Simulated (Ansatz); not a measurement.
Input file for Ansatz (a program for electronic structure): R-B2PLYP/def2-TZVPPD on GeH4 (SMILES [GeH4]). Files ending in .json are basis or fitting sets from the Basis Set Exchange. The run froze 14 orbitals, filled d shells among them.

Ansatz 0.2 input:
```yaml
crystal:
  periodic: [false, false, false]
  atoms:
    - {symbol: Ge, position_ang: [0.02115008, 0.04975725, 3.48998926]}
    - {symbol: H, position_ang: [-0.75481217, -1.18504388, 3.01090709]}
    - {symbol: H, position_ang: [0.00309437, 0.09187431, 5.02802200]}
    - {symbol: H, position_ang: [-0.64324535, 1.32065027, 2.94288110]}
    - {symbol: H, position_ang: [1.47419660, -0.02853892, 3.00341783]}
basis:
  gaussian:
    orbitals: def2-TZVPPD.json
hamiltonian:
  xc: {name: B2PLYP}
magnetization: {spin_polarized: false}
correlation: {electrons: outside_noble_gas}
scf: {lower_state_search: off}
```

It printed:

```
WARN ansatz: RAYON_NUM_THREADS=1 ignored (pool sized by the plan → 1); use --threads N
Functional definition: B2PLYP
these checks for a lower state are left out or cut short: stability, starts, cluster_reference, orbital_swaps, neighbouring_geometries, increment
integrals: 0.09 GiB planned
694 factors; integrals over basis functions are off by at most 7.4e-4 eV
mean field: 0.38 GiB planned
mean field evaluation 1: about -56570.1505 eV, gradient 1.1e1 eV
mean field evaluation 2: about -56570.1681 eV, gradient 1.1e1 eV
mean field evaluation 4: about -56570.3113 eV, gradient 1.1e0 eV
mean field evaluation 8: about -56570.3129 eV, gradient 1.2e-3 eV
mean field -56570.31285388 eV, -2078.9206526450 hartree, gradient 1.9e-6 eV, S^2 0.000000; 0 other end points of the search recorded, 0 dependent functions left out
14 core orbitals not correlated
reference -56570.31298783 eV, -2078.9206575674 hartree; 4, 4 occupied and 104, 104 virtual orbitals, 694 factors
second order -4.64578442 eV of doubles, -0.00000000 eV of singles
Total energy: -56571.56734962 eV, -2078.9667545131 hartree
Checks for a lower state left out: stability, starts, cluster_reference, orbital_swaps, neighbouring_geometries, increment
```

Self-consistency was reached.

Cost: very roughly 1.2 core-seconds.
